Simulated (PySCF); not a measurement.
## ¹⁵N chemical shifts

[PySCF 2.14.0 with density-fitted response routines: coordinates at the PBE0-D3(BJ)/def2-SVP level; shieldings: GIAO PBE0/pcSseg-1; no relativistic terms; rapidly exchanging positions averaged; single conformer; in vacuum]

Shieldings were converted by a linear fit to measured shifts: ¹⁵N: δ = -150.42 − 0.915σ (rms 7.2 ppm, 78 shifts vs CH3NO2, solution or neat liquid). Occasional misses reach two or three times the rms, and more in compound classes unlike the fitted ones.

Task: Give the ¹⁵N shifts of `CN(C)[Si@H]([SiH3])[SiH2][SiH3]`.

Result: 
| compound | environment | δ (ppm) |
| --- | --- | --- |
| CN(C)[Si@H]([SiH3])[SiH2][SiH3] | nitrogen bonded to 2 C, Si | -389.0 |

Task: Order these by ¹⁵N shift, lowest first.
A. C[P@](=O)(O)c1ccccn1
B. N#CCB(Cl)Cl
C. CN(C)[Si@H]([SiH3])[SiH2][SiH3]

Result: C (-389.0 ppm, nitrogen bonded to 2 C, Si), B (-110.1 ppm, nitrile nitrogen), A (-81.1 ppm, pyridine-type ring nitrogen).
